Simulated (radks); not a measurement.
The numbers below are computed, except where a source is named.
Q: Ionisation of Ru+, [Kr] 4d7, to Ru2+, [Kr] 4d6, under several functionals. Scalar-relativistic Kohn-Sham, spin-polarised, spherical densities, finite nucleus; open shells are filled with parallel spins first (spin-orbit coupling, left out, can overturn this in heavy ions); a radial shooting solver on a logarithmic mesh with Libxc functionals. Known Delta-SCF values: SOGGA 16.597 eV; XLYP 16.802 eV. What does LDA (Slater exchange, Perdew-Wang correlation) give, and what is its highest occupied eigenvalue?

A: 17.134 eV by Delta-SCF; the 4d eigenvalue is -11.773 eV. NIST: 16.8 eV (semi-empirical).
